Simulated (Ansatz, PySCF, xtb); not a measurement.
Reaction (SMILES): C#CB(C)C [ethynyl(dimethyl)borane] + 2 B (BH3) + C (CH4) -> 3 BC (CH5B) [methylborane] + C#C (C2H2) [acetylene]
Each molecule is optimised on its own at B3LYP-D3(BJ)/def2-TZVP (Ansatz, a quantum-chemistry and plane-wave program). Frequencies are from Ansatz or PySCF.
Geometry of the first species:
```xyz
12

C      2.1383    -0.9330     0.0504
C      1.0313    -0.4500     0.0243
B     -0.3651     0.1593    -0.0086
C     -0.5286     1.7107     0.1406
C     -1.6070    -0.7789    -0.1910
H      3.1128    -1.3581     0.0734
H      0.2631     2.1906     0.7170
H     -1.5036     2.0041     0.5356
H     -0.4691     2.1309    -0.8740
H     -1.3980    -1.6954    -0.7438
H     -1.9147    -1.0909     0.8178
H     -2.4687    -0.2710    -0.6292
```

Property: bond separation energy (enthalpy at 298 K, with B3LYP-D3(BJ) rigid-rotor harmonic-oscillator terms), in kcal/mol. Correlated levels leave the core frozen unless marked. No spin-orbit coupling. Non-relativistic. CBS(X,Y): correlation extrapolated as X^-3; Hartree-Fock from the larger set.

```tsv
level	program	bond separation energy (kcal/mol)
GFN1-xTB	xtb	10.3
HF/aug-cc-pVDZ	Ansatz	13.1
r2SCAN-D4/def2-TZVPD	Ansatz + dftd4	13.1
r2SCANh/def2-TZVPD	Ansatz	12.5
CAM-B3LYP-D4/def2-TZVPD	Ansatz + dftd4	12.5
wB97X/def2-TZVPD	Ansatz	11.3
CCSD(T)/CBS(cc-pVTZ,cc-pVQZ)	Ansatz	12.8
```
